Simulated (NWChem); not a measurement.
# C2H7BO2; SMILES CB(O)CO

```xyz
12

C     -0.6396    -1.9124     0.0199
B      0.0411    -0.4925    -0.0244
O      1.3933    -0.3264    -0.0578
C     -0.7757     0.8563    -0.0175
O     -0.0108     2.0265     0.0935
H     -1.6474    -1.9109    -0.4226
H     -0.7647    -2.2098     1.0768
H     -0.0483    -2.7042    -0.4684
H      1.8957    -1.1470    -0.0797
H     -1.5267     0.8137     0.7983
H     -1.3932     0.8632    -0.9456
H      0.9114     1.7675    -0.0116
```
Atoms are numbered in this order, from 1.

Level: PBE0/def2-SVP (NWChem), optimised geometry, unscaled harmonic frequencies. 

```tsv
frequency (cm⁻¹)	IR intensity (km/mol)
67	2.4
100	5.1
206	8.9
238	75.8
326	4.3
358	3.5
517	11.9
574	67.8
726	33.9
745	16.2
847	0.6
929	38.0
961	79.6
1130	177.8
1171	27.0
1243	4.9
1283	9.1
1336	160.1
1385	231.6
1410	4.1
1434	13.9
1447	6.9
1467	32.9
2958	49.1
3021	32.9
3045	1.8
3129	8.8
3156	9.4
3860	59.6
3904	73.9
```

- zero-point energy: 61.4 kcal/mol
- thermal correction to the enthalpy at 298.15 K (with zero-point energy): 66.4 kcal/mol
- heat capacity Cv: 23.4 cal/(mol K)
- entropy at 298.15 K and 1 atm (symmetry number 1): 81.0 cal/(mol K)
- dipole moment: 3.53 D

Rigid rotor and harmonic oscillator; modes under 100 cm⁻¹ make the entropy uncertain.
